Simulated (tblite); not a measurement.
A geometry optimisation, step by step.

Compound: C6H13GaGe.
SMILES with atom numbers: `[GaH2:1][CH2:2][C@H:3]1[CH:4]=[CH:5][CH2:6][CH2:7][GeH2:8]1` (hydrogens: H9, H10 on Ga1; H11, H12 on C2; H13 on C3; H14 on C4; H15 on C5; H16, H17 on C6; H18, H19 on C7; H20, H21 on Ge8)

Computed with GFN2-xTB (tblite), gas phase: L-BFGS steps from a force-field or distance-geometry start until the largest atomic force falls under 0.01 eV/Å. 4 of its 174 geometries are shown.

Step 0: E = -611.6946 eV, largest atomic force 2.529 eV/Å
```
atom  x, y, z in Å  |  force x, y, z in eV/Å
Ga1     3.162    0.224    0.455   -1.373  -0.766   0.153
C2      1.333    1.241    0.583    0.810   0.883   0.532
C3      0.711    0.531   -0.579    0.212   0.176  -1.262
C4      0.619   -0.932   -0.405    0.557  -0.809  -0.011
C5     -0.346   -1.568    0.237    0.651  -0.061  -0.239
C6     -1.488   -0.840    0.831   -1.094  -1.500   1.717
C7     -2.292   -0.001   -0.129   -0.289   0.218  -0.226
Ge8    -1.059    1.214   -1.018   -0.761   1.114  -0.795
H9      3.089   -0.846    1.616    0.609  -0.257   0.487
H10     3.291   -0.698   -0.881    0.661   0.653  -0.083
H11     1.498    2.326    0.373   -0.593  -0.462   0.122
H12     0.705    1.107    1.495    0.756   0.166  -0.432
H13     1.316    0.699   -1.488    0.273   0.031   0.159
H14     1.436   -1.528   -0.824   -0.308   0.124  -0.029
H15    -0.280   -2.659    0.294   -0.283   0.455   0.162
H16    -1.215   -0.296    1.777   -0.040  -0.270  -0.919
H17    -2.183   -1.653    1.135    0.137   0.400   0.422
H18    -2.712   -0.693   -0.886   -0.165   0.560   0.492
H19    -3.062    0.541    0.452    0.066  -0.453  -0.561
H20    -1.197    2.666   -0.472    0.041  -0.402  -0.329
H21    -1.334    1.184   -2.565    0.132   0.200   0.640
```

Step 58: E = -612.8578 eV, largest atomic force 0.057 eV/Å
```
atom  x, y, z in Å  |  force x, y, z in eV/Å
Ga1     2.883   -0.136    0.685   -0.011  -0.001   0.022
C2      1.339    1.155    0.444    0.036   0.009   0.008
C3      0.659    0.527   -0.788    0.019  -0.023   0.019
C4      0.558   -0.953   -0.581    0.004  -0.014  -0.024
C5     -0.336   -1.554    0.204   -0.013   0.009  -0.025
C6     -1.469   -0.849    0.888    0.030  -0.013   0.012
C7     -2.311   -0.048   -0.114    0.001  -0.034   0.039
Ge8    -1.165    1.280   -1.029   -0.014   0.007  -0.033
H9      3.343   -0.856    2.019   -0.005  -0.012  -0.006
H10     3.820   -0.455   -0.553   -0.021  -0.006   0.018
H11     1.574    2.205    0.238    0.026   0.035   0.006
H12     0.665    1.141    1.308    0.016   0.007   0.005
H13     1.292    0.716   -1.662   -0.002  -0.014  -0.001
H14     1.272   -1.564   -1.135    0.028  -0.029   0.014
H15    -0.304   -2.631    0.318    0.014   0.033  -0.026
H16    -1.078   -0.172    1.653   -0.001   0.013   0.010
H17    -2.100   -1.580    1.398   -0.008  -0.009  -0.008
H18    -2.733   -0.733   -0.850   -0.009  -0.002  -0.005
H19    -3.143    0.425    0.406   -0.022   0.014  -0.005
H20    -1.235    2.635   -0.372   -0.013   0.016  -0.011
H21    -1.540    1.464   -2.478   -0.055   0.014  -0.009
```

Step 115: E = -613.0162 eV, largest atomic force 0.062 eV/Å
```
atom  x, y, z in Å  |  force x, y, z in eV/Å
Ga1     2.102   -0.424    1.070    0.029  -0.048   0.027
C2      1.419    1.283    0.200   -0.014  -0.020  -0.007
C3      0.630    0.719   -1.019    0.000  -0.026  -0.011
C4      0.639   -0.774   -0.979    0.001  -0.011   0.033
C5     -0.027   -1.490   -0.052   -0.001   0.004  -0.032
C6     -1.022   -0.899    0.903    0.012   0.014  -0.007
C7     -2.124   -0.145    0.147    0.010   0.000  -0.010
Ge8    -1.287    1.276   -0.948   -0.011   0.017  -0.044
H9      1.729   -1.001    2.484   -0.018   0.015  -0.036
H10     3.383   -1.119    0.480   -0.017   0.011   0.003
H11     2.237    1.916   -0.170   -0.013   0.016   0.008
H12     0.793    1.942    0.818    0.004  -0.045   0.000
H13     1.099    1.047   -1.949   -0.023   0.027   0.007
H14     1.208   -1.298   -1.743   -0.010   0.025   0.030
H15     0.031   -2.572   -0.093   -0.012  -0.003   0.011
H16    -0.523   -0.189    1.577    0.036   0.002   0.042
H17    -1.460   -1.691    1.516    0.020   0.012   0.002
H18    -2.659   -0.845   -0.498   -0.004   0.019   0.016
H19    -2.842    0.267    0.857    0.021  -0.032  -0.025
H20    -1.401    2.631   -0.294   -0.011   0.027  -0.011
H21    -1.934    1.384   -2.309    0.003  -0.005   0.003
```

Step 173: E = -613.0298 eV, largest atomic force 0.009 eV/Å
```
atom  x, y, z in Å  |  force x, y, z in eV/Å
Ga1     2.131   -0.458    1.035    0.005   0.003   0.005
C2      1.344    1.260    0.282    0.001   0.006   0.001
C3      0.653    0.717   -1.000    0.002  -0.002  -0.002
C4      0.640   -0.774   -0.986    0.002  -0.003  -0.002
C5     -0.032   -1.487   -0.061    0.001   0.002   0.002
C6     -0.995   -0.876    0.913   -0.007   0.001   0.004
C7     -2.084   -0.077    0.183   -0.005   0.003  -0.001
Ge8    -1.266    1.263   -1.028   -0.006  -0.001  -0.001
H9      1.792   -1.109    2.422   -0.003  -0.002  -0.001
H10     3.414   -1.080    0.381    0.006  -0.003   0.000
H11     2.072    2.029   -0.002    0.002   0.002   0.000
H12     0.626    1.766    0.944    0.000   0.004   0.003
H13     1.185    1.063   -1.887    0.004  -0.002  -0.005
H14     1.180   -1.296   -1.771    0.002   0.001  -0.003
H15    -0.007   -2.570   -0.114   -0.004   0.001  -0.001
H16    -0.464   -0.201    1.598    0.001  -0.009   0.000
H17    -1.454   -1.662    1.517    0.000  -0.002   0.002
H18    -2.693   -0.765   -0.407    0.002  -0.002   0.002
H19    -2.742    0.392    0.913   -0.001   0.000   0.002
H20    -1.424    2.679   -0.531   -0.002   0.003  -0.001
H21    -1.887    1.203   -2.404    0.000   0.002  -0.003
```

Q: Summarise the path.

A: The energy falls by 1.3352 eV from step 0 to step 173; nine tenths of that is first reached at step 83. It rises by more than 0.2 meV at steps 87 and 93. The largest force goes from 2.529 to 0.009 eV/Å. Among the bonds Ga1–C2 changes most (a near tie, within 0.001 Å, with another), from 2.096 to 2.035 Å; the atoms move by 0.768 Å rms after alignment.

The cost below is that of the whole relaxation. The run took 1.7 s on Arm Neoverse V1, one thread, shared host.
